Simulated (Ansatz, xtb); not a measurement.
Molecule: C3H4F2O, charge 0, multiplicity 1. SMILES: FC1(F)COC1
Structure (B3LYP-D3(BJ)/def2-TZVP (Ansatz, a quantum-chemistry and plane-wave program) minimum search):
```xyz
10

F     -0.3333     1.4187     0.7626
C     -0.1539     0.3804    -0.0953
F     -0.5655     0.8030    -1.3194
C      1.2221    -0.2811    -0.0532
O      0.6160    -1.5226     0.3816
C     -0.7192    -0.9618     0.3647
H      1.7111    -0.3734    -1.0239
H      1.9025     0.1340     0.6917
H     -1.1773    -0.9459     1.3546
H     -1.3687    -1.4533    -0.3610
```
Charge 0, spin multiplicity 1.

Harmonic wavenumbers from GFN2-xTB (xtb, at its own minimum), cm⁻¹: 124, 292, 368, 418, 477, 657, 881, 900, 903, 1030, 1070, 1087, 1098, 1107, 1171, 1190, 1236, 1296, 1431, 1441, 2969, 2970, 2976, 2978.

### Question
Give the harmonic wavenumbers at B3LYP-D3(BJ)/def2-TZVP (Ansatz, finite differences of forces, unscaled).

### Answer
86, 314, 407, 445, 493, 688, 865, 914, 941, 978, 1013, 1143, 1143, 1164, 1242, 1254, 1307, 1391, 1492, 1514, 3049, 3058, 3110, 3110 cm⁻¹. Zero-point energy 44.5 kcal/mol.

### Question
From these and the geometry, give the ideal-gas thermochemistry at 298.15 K and 1 atm (rigid rotor, harmonic oscillator).

### Answer
Point group C2v, rotational symmetry number 2. Rotational constants 5.863, 3.24, 3.028 GHz. S(trans) 39.54, S(rot) 24.75, S(vib) 8.73, S(elec, spin only) 0.00, S 73.0 cal/(mol K). H(298) - H(0) 3.90 kcal/mol; G - E(el) 26.6 kcal/mol.
